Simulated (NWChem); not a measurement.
# HgCl, doublet; SMILES [Cl][Hg]

Computed with NWChem. Spin-unrestricted. The geometry was optimised at PBE0/def2-SVP, spin-unrestricted. This spin state was assumed; another may lie lower. No stability test was run on the SCF state. def2 effective core potentials on Hg; no spin-orbit coupling. Level SCAN/def2-SVP: energy and gradient on several grids; changes count from the extra-fine grid, which is no exact limit either.

```json
[
 {"grid": "xcoarse", "size of the energy change (μHa)": "5000", "largest change of a gradient component (μHa/bohr)": "700"},
 {"grid": "coarse", "size of the energy change (μHa)": "3000", "largest change of a gradient component (μHa/bohr)": "30"},
 {"grid": "medium", "size of the energy change (μHa)": "600", "largest change of a gradient component (μHa/bohr)": "60"},
 {"grid": "fine", "size of the energy change (μHa)": "1000", "largest change of a gradient component (μHa/bohr)": "< 30"},
 {"grid": "xfine", "size of the energy change (μHa)": "< 10", "largest change of a gradient component (μHa/bohr)": "< 30"}
]
```
